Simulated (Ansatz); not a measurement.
Consider the ligand exchange at a W–Cl bond: `[O]=[W]([OH])([F])([Cl])[Cl]` + H–F → `[O]=[W]([OH])([F])([F])[Cl]` + HCl.

Program: Ansatz. Geometries: PBE0-D4/def2-TZVP. ΔE: electronic, gas phase. CBS: MP2 limit from def2 TZ/QZ plus the TZ coupled-cluster correction, frozen cores. This one scheme is used for every species. Functionals use def2-TZVPP. Elements past krypton have def2 core potentials. For W outer-core shells are correlated without core-valence functions, which leaves a few kJ/mol of doubt a bond. Each species was taken in one conformer, which may not be the lowest.

Is it downhill or uphill in electronic energy at CCSD(T)/CBS, and by how much? (Best estimate.)

Computed: Downhill: ΔE = -3.0 kcal/mol.

What do these levels give: B97M-V, r2SCAN0-D4, r2SCAN0, LC-ωPBE, RPA@PBE/def2-TZVPP, HF/def2-SVP? (Best estimate.)

Ansatz gave: B97M-V -6.8, r2SCAN0-D4 -4.9, r2SCAN0 -5.2, LC-ωPBE -8.7, RPA@PBE/def2-TZVPP -5.2, HF/def2-SVP -10.1 kcal/mol.

What do rigid-rotor, harmonic-oscillator terms from PBE0-D4/def2-TZVP frequencies (298.15 K, 1 bar) make of the CCSD(T)/CBS value? (Estimate.)

Computed: ΔZPE = -1.3 kcal/mol, ΔH = -4.4 kcal/mol, ΔS = 10 J/(mol·K), ΔG = -5.1 kcal/mol.

Largest T1 diagnostic among the species: 0.021, so the coupled-cluster value is less sure than usual.

The D4 term adds +1.7 kcal/mol with B3LYP and +0.9 kcal/mol with PBE0; it sums over pairs of atoms, weighted by their polarisabilities, and B3LYP, whose exchange is more repulsive, gets the larger term. In def2-TZVPP, CCSD(T) changes the Hartree–Fock value by +4.3 kcal/mol (the triples alone add +1.2 kcal/mol) and MP2 by +8.1 kcal/mol.

B3LYP here is the variant with VWN-RPA as its local correlation; programs differ in this.
